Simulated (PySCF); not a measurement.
HOPt, neutral, multiplicity 2. Atoms are numbered in the order given.

```xyz
3

Pt    -0.0019    -0.1976     0.0000
O      0.1172     1.6734     0.0000
H     -0.7900     2.0224     0.0000
```
Charge 0, spin multiplicity 2.

Coordinates come from a B3LYP-D3(BJ)/def2-TZVPD optimisation. The spin state was assumed, not searched. The def2 effective core potentials stand for the cores of Pt; spin–orbit coupling is left out.

Level of theory: PBE/def2-TZVPD run with PySCF.

Gas-phase values at a fixed geometry.

```
Item                                                                                                            Result
---------------------------------------------------------------------------------------------  -----------------------
total energy                                                                                        -195.11415 hartree
point group                                                                                                         Cs
α spin, highest occupied and lowest empty level                                                     -5.72 and -4.13 eV
β spin, highest occupied and lowest empty level                                                     -5.54 and -5.30 eV
dipole moment                                                                                                   1.49 D
quadrupole, principal values (traceless, Buckingham form, about the centre of nuclear charge)   -4.69, -3.13, 7.82 D·Å
mean static polarisability                                                                        45.7 bohr³ (6.77 Å³)
polarisability, principal values                                                                42.4, 43.7, 50.9 bohr³
⟨S²⟩                                                                                           0.761 (pure state 0.75)
```
